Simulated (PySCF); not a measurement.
UHF on Be²⁺ (beryllium, charge +2)

Configuration: 1s2, closed-shell 1S. Computed with PySCF 2.14 in cc-pVTZ (4s3p2d1f, 30 functions), with the non-relativistic Hamiltonian (point nucleus).

* Total energy: -13.611158 hartree
* One-electron energy: -15.8877 hartree
* Hartree (Coulomb) energy: 4.5530 hartree
* Exchange energy: -2.2765 hartree
* Kinetic energy: 13.60348 hartree
* ⟨S²⟩: 0.0000
* ⟨L²⟩: 0.000
* Sum of ⟨r⟩: 0.8284 bohr
* Sum of ⟨r²⟩: 0.4637 bohr²
* Density at the nucleus (Gaussians lack the cusp): 33.4 bohr⁻³
* Langevin diamagnetic susceptibility: -0.367 ×10⁻⁶ cm³/mol
* Time after the integrals: 0.05 s of wall time on 1 thread of Intel(R) Xeon(R) 6975P-C (shared host)

| shell | electrons | mean orbital energy (hartree) | rms radius, mean of both spins (bohr) |
| --- | --- | --- | --- |
| 1s | 2 | -5.66733 | 0.482 |
